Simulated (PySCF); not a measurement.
# Where the electron goes

C₄H₁₂SSi.
Geometry (GFN2-xTB, Å), atoms numbered from 1 in this order:
```xyz
18
C4H12SSi angstrom
C     -0.517    1.270   -0.748
C     -1.041   -0.004   -0.093
C     -2.257   -0.532   -0.853
C      0.028   -1.092   -0.040
S      1.347   -0.769    1.190
Si     2.898    0.209    0.084
H     -1.303    2.020   -0.794
H      0.313    1.683   -0.180
H     -0.178    1.066   -1.762
H     -1.340    0.226    0.936
H     -1.976   -0.825   -1.862
H     -3.023    0.237   -0.918
H     -2.682   -1.397   -0.348
H     -0.415   -2.034    0.284
H      0.492   -1.236   -1.015
H      4.138   -0.321    0.626
H      2.808    1.654    0.267
H      2.698   -0.149   -1.314
```

Method used: PySCF 2.14.0, density-fitted response routines, TDDFT PBE0/def2-SVPD, vertical, gas phase, core orbitals frozen in the response.

Kohn–Sham orbitals with the atoms that hold most of them (Löwdin shares over 4%, at most four atoms; ? is withheld):

```
orbital  ε (eV)                              atoms
 HOMO-3   -9.43    C2 26%, H10 16%, C1 12%, C3 10%
 HOMO-2   -9.23     C3 16%, C2 14%, S5 14%, C4 11%
 HOMO-1   -8.36                                  ?
   HOMO       ?                                  ?
   LUMO    0.13  Si6 38%, S5 22%, H16 10%, H17 10%
 LUMO+1    0.24     S5 35%, Si6 18%, C4 12%, C3 5%
 LUMO+2    0.62   Si6 33%, S5 11%, H18 10%, H17 8%
```

(1) Give the leading atoms of the HOMO-1.

(2) Which atoms hold the HOMO, and with what shares?

(3) What is the HOMO energy, and the HOMO–LUMO gap?

## Answers

(1) S5 (bonded to C and Si) 60%; Si6 (bonded to S and 3 H) 14%; C4 (bonded to C, S and 2 H) 12%; H18 (bonded to Si) 4%.

(2) S5 (bonded to C and Si) 68%; Si6 (bonded to S and 3 H) 9%; C4 (bonded to C, S and 2 H) 9%; C2 (bonded to 3 C and H) 4%. By element: sulfur 68%, carbon 13% or more, silicon 9%.

(3) ε(HOMO) = -6.75 eV; the gap is 6.88 eV (0.2529 hartree).

How does S1 compare with the orbital gap of 6.88 eV?

S1 is at 5.53 eV (f = 0.0051), 1.35 eV below the gap, made of HOMO→LUMO+1 (75%), HOMO→LUMO (19%). Its leading pair isn't HOMO and LUMO; the energies of that pair differ by 6.99 eV. 

Give energy, strength and leading configuration of S1 and S2, and follow the Löwdin shares of the leading atoms from the occupied to the empty orbital.

- S1 (5.53 eV, f 0.0051), HOMO→LUMO+1 (75%): S5 68% → 35%, Si6 9% → 18%
- S2 (5.61 eV, f 0.0092), HOMO→LUMO (79%): S5 68% → 22%, Si6 9% → 38%

Löwdin shares depend on the basis, the more so with diffuse functions.

One conformer stands for the species.
